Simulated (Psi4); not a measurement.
CH$_{3}$O$_{3}$Re, triplet, at a GFN2-xTB geometry (such geometries of metal compounds can be far from the true shape) (the multiplicity is a formal guess) (core potentials on Re); PBE/def2-SVP run with Psi4 1.11.

Psi4 was given this input:
```
memory 2 GB

molecule mol {
0 3
  Re    0.031956   -0.120539   -0.123446
  O     1.457674    0.660957   -0.568145
  O     0.679117   -0.770316    1.405567
  O    -1.411204   -0.684827   -0.695236
  C    -0.863617    1.616681    0.848364
  H    -0.079129    2.166119    1.366145
  H    -1.607943    1.275075    1.566748
  H    -1.332599    2.252599    0.097853
}

set basis def2-svp
set reference uks

energy('pbe')
print_variables()
```

Question: Predict the main parts of the log of this Psi4 run.

Answer: 
```
   => Loading Basis Set <=

    Name: DEF2-SVP
    Role: ORBITAL
    Keyword: BASIS

    !!!  WARNING: ECP capability is in beta. Please check occupations closely.  !!!

         ---------------------------------------------------------
                                   SCF
               by Justin Turney, Rob Parrish, Andy Simmonett
                          and Daniel G. A. Smith
                              UKS Reference
         ---------------------------------------------------------

  ==> Geometry <==

    Molecular point group: c1
    Full point group: C1

    Geometry (in Angstrom), charge = 0, multiplicity = 3:

       Center              X                  Y                   Z               Mass
    ------------   -----------------  -----------------  -----------------  -----------------
         RE           0.015260169568    -0.080133667392    -0.093162207739   186.955750100000
         O            1.440978169568     0.701362332608    -0.537861207739    15.994914619570
         O            0.662421169568    -0.729910667392     1.435850792261    15.994914619570
         O           -1.427899830432    -0.644421667392    -0.664952207739    15.994914619570
         C           -0.880312830432     1.657086332608     0.878647792261    12.000000000000
         H           -0.095824830432     2.206524332608     1.396428792261     1.007825032230
         H           -1.624638830432     1.315480332608     1.597031792261     1.007825032230
         H           -1.349294830432     2.293004332608     0.128136792261     1.007825032230

  Running in c1 symmetry.

  Rotational constants: A =      0.13171  B =      0.11848  C =      0.10432 [cm^-1]
  Rotational constants: A =   3948.58556  B =   3551.85151  C =   3127.32682 [MHz]
  Nuclear repulsion =  225.464340198907593

  Charge       = 0
  Multiplicity = 3
  Electrons    = 48
  Nalpha       = 25
  Nbeta        = 23

  ==> Algorithm <==

  SCF Algorithm Type is DF.
  DIIS enabled.
  MOM disabled.
  Fractional occupation disabled.
  Guess Type is SAD.
  Energy threshold   = 1.00e-06
  Density threshold  = 1.00e-06
  Integral threshold = 1.00e-12

  ==> Primary Basis <==

  Basis Set: DEF2-SVP
    Blend: DEF2-SVP
    Number of shells: 45
    Number of basis functions: 103
    Number of Cartesian functions: 112
    Spherical Harmonics?: true
    Max angular momentum: 3

  Core potential: DEF2-SVP
    Number of shells: 4
    Number of ECP primitives: 10
    Number of ECP core electrons: 60
    Max angular momentum: 3

  ==> DFT Potential <==

   => LibXC <=

    Version 7.1.2
    S. Lehtola, C. Steigemann, M. J. T. Oliveira, and M. A. L. Marques,  SoftwareX 7, 1–5 (2018) (10.1016/j.softx.2017.11.002)

   => Composite Functional: PBE <=

    PBE GGA Exchange-Correlation Functional

    J.P. Perdew et. al., Phys. Rev. Lett., 77(18), 3865-3868, 1996

    Deriv               =              1
    GGA                 =           TRUE
    Meta                =          FALSE

    Exchange Hybrid     =          FALSE
    MP2 Hybrid          =          FALSE

   => Exchange Functionals <=

    1.0000     XC_GGA_X_PBE

   => Correlation Functionals <=

    1.0000     XC_GGA_C_PBE

   => LibXC Density Thresholds  <==

    XC_GGA_C_PBE:  1.00E-12
    XC_GGA_X_PBE:  1.00E-15

   => Molecular Quadrature <=

    Radial Scheme          =       TREUTLER
    Pruning Scheme         =           NONE
    Nuclear Scheme         =       TREUTLER

    Blocking Scheme        =         OCTREE
    BS radius alpha        =              1
    Pruning alpha          =              1
    Radial Points          =             75
    Spherical Points       =            302
    Total Points           =         173405
    Total Blocks           =           1354
    Max Points             =            256
    Max Functions          =            101
    Weights Tolerance      =       1.00E-15

   => Loading Basis Set <=

    Name: (DEF2-SVP AUX)
    Role: JKFIT
    Keyword: DF_BASIS_SCF

  ==> Integral Setup <==

  SCF_SUBTYPE=INCORE selected. In-core MEM_DF algorithm will be used.
  Using in-core AOs.

  ==> MemDFJK: Density-Fitted J/K Matrices <==

    J tasked:                   Yes
    K tasked:                    No
    wK tasked:                   No
    Algorithm:                 Core
    Schwarz Cutoff:           1E-12
    Mask sparsity (%):       0.9614
    Fitting Condition:        1E-10

   => Auxiliary Basis Set <=

  Basis Set: (DEF2-SVP AUX)
    Blend: DEF2-UNIVERSAL-JKFIT
    Number of shells: 163
    Number of basis functions: 587
    Number of Cartesian functions: 769
    Spherical Harmonics?: true
    Max angular momentum: 6

  Minimum eigenvalue in the overlap matrix is 6.6562316600E-03.
  Reciprocal condition number of the overlap matrix is 1.2231161716E-03.
    Using symmetric orthogonalization.

  ==> Pre-Iterations <==

  SCF Guess: Superposition of Atomic Densities via on-the-fly atomic UHF (no occupation information).

   -------------------------
    Irrep   Nso     Nmo
   -------------------------
     A        103     103
   -------------------------
    Total     103     103
   -------------------------

  ==> Iterations <==

                           Total Energy        Delta E     RMS |[F,P]|

   @DF-UKS iter SAD:  -342.25722873290442   -3.42257e+02   0.00000e+00
   @DF-UKS iter   1:  -341.78472135681636    4.72507e-01   1.77102e-02 ADIIS/DIIS
   @DF-UKS iter   2:  -329.57629462624783    1.22084e+01   4.05525e-02 ADIIS/DIIS
   @DF-UKS iter   3:  -341.26229965689134   -1.16860e+01   2.11492e-02 ADIIS/DIIS
   @DF-UKS iter   4:  -341.20941937149848    5.28803e-02   2.05987e-02 ADIIS/DIIS
   @DF-UKS iter   5:  -343.24351834586076   -2.03410e+00   5.71916e-03 ADIIS/DIIS
   @DF-UKS iter   6:  -342.62108639398065    6.22432e-01   1.30499e-02 ADIIS/DIIS
   @DF-UKS iter   7:  -343.34471588920525   -7.23629e-01   3.55518e-03 ADIIS/DIIS
   @DF-UKS iter   8:  -343.38420020775652   -3.94843e-02   2.26206e-03 ADIIS/DIIS
   @DF-UKS iter   9:  -343.40532733949965   -2.11271e-02   9.47306e-04 ADIIS/DIIS
   @DF-UKS iter  10:  -343.40954101336320   -4.21367e-03   2.75034e-04 ADIIS/DIIS
   @DF-UKS iter  11:  -343.40932807843569    2.12935e-04   3.66025e-04 ADIIS/DIIS
   @DF-UKS iter  12:  -343.40987534265400   -5.47264e-04   1.44388e-04 ADIIS/DIIS
   @DF-UKS iter  13:  -343.40997068396996   -9.53413e-05   3.58585e-05 DIIS
   @DF-UKS iter  14:  -343.40997432510966   -3.64114e-06   2.29984e-05 DIIS
   @DF-UKS iter  15:  -343.40997656252318   -2.23741e-06   6.88733e-06 DIIS
   @DF-UKS iter  16:  -343.40997680106329   -2.38540e-07   1.29493e-06 DIIS
   @DF-UKS iter  17:  -343.40997680930434   -8.24105e-09   6.07321e-07 DIIS
  Energy and wave function converged.

  ==> Post-Iterations <==

   Electrons on quadrature grid:
      Nalpha   =   25.0000950609 ; deviation = 9.506e-05
      Nbeta    =   23.0000761841 ; deviation = 7.618e-05
      Ntotal   =   48.0001712451 ; deviation = 1.712e-04

   @Spin Contamination Metric:   1.075441432E-02
   @S^2 Expected:                2.000000000E+00
   @S^2 Observed:                2.010754414E+00
   @S   Expected:                1.000000000E+00
   @S   Observed:                1.000000000E+00

    Orbital Energies [Eh]
    ---------------------

    Alpha Occupied:

[...]
      25A     -0.181477

    Alpha Virtual:

[...]
    Beta Occupied:

[...]
    Beta Virtual:

[...]
    Final Occupation by Irrep:
              A
    DOCC [    23 ]
    SOCC [     2 ]
    NA   [    25 ]
    NB   [    23 ]

  @DF-UKS Final Energy:  -343.40997680930434

   => Energetics <=

    Nuclear Repulsion Energy =            225.4643401989075926
    One-Electron Energy =                -944.2918075353046561
    Two-Electron Energy =                 415.9037218147607291
    DFT Exchange-Correlation Energy =     -40.4862312876680406
    Empirical Dispersion Energy =           0.0000000000000000
    VV10 Nonlocal Energy =                  0.0000000000000000
    Total Energy =                       -343.4099768093043394

  UHF NO Occupations:
  HONO-2 :   23  A 1.9969478
  HONO-1 :   24  A 1.0000000
  HONO-0 :   25  A 1.0000000
  LUNO+0 :   26  A 0.0030522
  LUNO+1 :   27  A 0.0010226
  LUNO+2 :   28  A 0.0005092
  LUNO+3 :   29  A 0.0002771

Computation Completed

Properties will be evaluated at   0.000000,   0.000000,   0.000000 [a0]

Properties computed using the SCF density matrix

 Multipole Moments:

 ------------------------------------------------------------------------------------
     Multipole            Electronic (a.u.)      Nuclear  (a.u.)        Total (a.u.)
 ------------------------------------------------------------------------------------

 L = 1.  Multiply by 2.5417464519 to convert [e a0] to [Debye]
 Dipole X            :          4.9437271           -5.1376681           -0.1939410
 Dipole Y            :        -17.0243439           17.3321182            0.3077743
 Dipole Z            :        -16.6989418           16.7436349            0.0446932
 Magnitude           :                                                    0.3665182

 ------------------------------------------------------------------------------------

  Variable Map:
  ----------------------------------------------------------------------------
[...]
  Array Variable Map:
  ----------------------------------------------------------------------------
[...]
[...]
```
